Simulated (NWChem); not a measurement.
C2H5ClSi; SMILES C(Cl)(=C)[SiH3]

```xyz
9

C      1.8018     0.2965     0.0000
C      0.4678     0.1149     0.0000
Si    -0.4301    -1.5475     0.0000
Cl    -0.6219     1.4995     0.0000
H      2.4704    -0.5787     0.0000
H      2.2584     1.2993     0.0000
H     -1.2978    -1.6503    -1.2219
H      0.5937    -2.6488     0.0000
H     -1.2978    -1.6503     1.2219
```
Atoms are numbered in this order, from 1.

Results from NWChem. Pople sets run with spherical d functions. All runs use the structure optimised with PBE-D3(BJ)/def2-SVP. Vzz is the largest principal value of the second derivative of the potential at the nucleus (NWChem prints the opposite sign); η is the asymmetry. Non-relativistic.

```csv
level,Vzz Cl4 (a.u.),η Cl4,relative time
CAM-B3LYP/cc-pVTZ,3.563,0.08,100
CAM-B3LYP/6-31G*,3.538,0.06,6
Hartree-Fock/cc-pVTZ,3.577,0.05,10
Hartree-Fock/def2-SVP,3.466,0.03,1
```

Relative times are rough (shared machine, one core).
